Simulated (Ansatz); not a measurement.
C₄H₁₃NOSi, singlet, geometry from GFN2-xTB, with bond 11-3 at 1.4 times its length; CASSCF(2,2)/STO-3G run with Ansatz (a program for electronic structure).

Input for Ansatz:
Ansatz 0.2 input:
```yaml
crystal:
  periodic: [false, false, false]
  atoms:
    - {symbol: Si, position_ang: [1.31787867, 1.16664432, 0.31757046]}
    - {symbol: O, position_ang: [2.45638813, 0.34423742, -0.51579455]}
    - {symbol: N, position_ang: [-0.06370525, 0.27149167, 0.80289302]}
    - {symbol: C, position_ang: [-0.99687209, -0.51254448, 0.01657291]}
    - {symbol: C, position_ang: [-0.50507938, -1.96532354, -0.09099302]}
    - {symbol: C, position_ang: [-1.13591802, 0.08623036, -1.38237824]}
    - {symbol: C, position_ang: [-2.36392618, -0.48501044, 0.71158715]}
    - {symbol: H, position_ang: [2.02661851, 1.51176621, 1.53798541]}
    - {symbol: H, position_ang: [0.89172533, 2.30989405, -0.49667715]}
    - {symbol: H, position_ang: [2.33912412, 0.08773293, -1.42556654]}
    - {symbol: H, position_ang: [-0.17975290, -0.03270006, 2.17437788]}
    - {symbol: H, position_ang: [-0.43493938, -2.41257042, 0.89827283]}
    - {symbol: H, position_ang: [-1.18656385, -2.56039683, -0.69431229]}
    - {symbol: H, position_ang: [0.48248326, -1.98977065, -0.54519277]}
    - {symbol: H, position_ang: [-1.43044759, 1.12947591, -1.31188695]}
    - {symbol: H, position_ang: [-0.19461688, 0.02660942, -1.92187737]}
    - {symbol: H, position_ang: [-1.89121417, -0.45545097, -1.94685173]}
    - {symbol: H, position_ang: [-2.29499351, -0.92449802, 1.70486071]}
    - {symbol: H, position_ang: [-3.09742342, -1.04612181, 0.13786506]}
    - {symbol: H, position_ang: [-2.70785173, 0.54164545, 0.81224158]}
basis:
  gaussian:
    orbitals: STO-3G
hamiltonian:
  xc: hf
magnetization: {spin_polarized: false}
correlation: {active_space: {window: {electrons: 2, orbitals: 2}}}
```

Q: Write the output that Ansatz gives for this input, abridged.

A: 
```
Functional definition: HF
715 factors; integrals over basis functions are off by at most 4.2e-5 eV
mean field evaluation 1: about -15516.5145 eV, gradient 2.7e1 eV
mean field evaluation 2: about -15516.9198 eV, gradient 2.7e1 eV
mean field evaluation 4: about -15519.5943 eV, gradient 1.7e0 eV
mean field evaluation 8: about -15519.6057 eV, gradient 2.0e-4 eV
mean field -15519.60566221 eV, -570.3349885197 hartree, gradient 2.6e-6 eV, S^2 0.000000; 0 other end points of the search recorded, 0 dependent functions left out
reference -15519.60566221 eV, -570.3349885197 hartree; 33, 33 occupied and 19, 19 virtual orbitals, 715 factors
state -15520.71989235 eV, -570.3759357220 hartree
Total energy: -15520.71989235 eV, -570.3759357220 hartree
```
